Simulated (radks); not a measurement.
Values are calculated unless marked as measured or tabulated.
Species: Cu10+. Configuration: [Ar] 3d1 (the NIST ground configuration).

Level of theory: scalar-relativistic Kohn-Sham, LB94 model potential, spin-polarised, spherical densities, finite nucleus; open shells are filled with parallel spins first; Fermi nuclear charge, rms radius 3.8823 fm (a radial shooting solver on a logarithmic mesh with Libxc functionals).

Energy parts (hartree):
| part | energy |
|---|---|
| kinetic | 1646.40804 |
| electron-nucleus | -3697.84137 |
| Hartree | 493.83539 |
(The LB94 potential has no energy functional, so no total or exchange-correlation energy is given.)

Orbitals (lengths in bohr, moments of r in powers of bohr; r(90%) holds 90 % of the orbital's charge):
orbital  occ.  eigenvalue (hartree)       <r^4>     <r^2>  r(90%)
1s up       1             -338.6473  0.00003401  0.003639  0.0929
1s down     1             -338.6483  0.00003401  0.003639  0.0929
2s up       1             -50.65075    0.007137   0.06440   0.361
2s down     1             -50.66159    0.007119   0.06434   0.361
2p up       3             -45.31160    0.005292   0.05148   0.335
2p down     3             -45.32121    0.005278   0.05143   0.334
3s up       1             -13.80394      0.3493    0.4801   0.953
3s down     1             -13.73528      0.3518    0.4816   0.955
3p up       3             -12.18231      0.3823    0.4917   0.978
3p down     3             -12.11546      0.3856    0.4936   0.980
3d up       1              -9.66318      0.3823    0.4602   0.983
3d down     0              -9.60441      0.3860    0.4617   0.985

The highest occupied level is 3d up at -262.95 eV. The electron density at the nucleus is 2.246e+04 e/bohr^3 (large components only). The density falls to 0.001 e/bohr^3 at r = 1.75 bohr. Summed over all electrons, <r^2> = 4.822 bohr^2, which gives a Langevin (diamagnetic) susceptibility term of -3.82 x 10^-6 cm^3/mol.
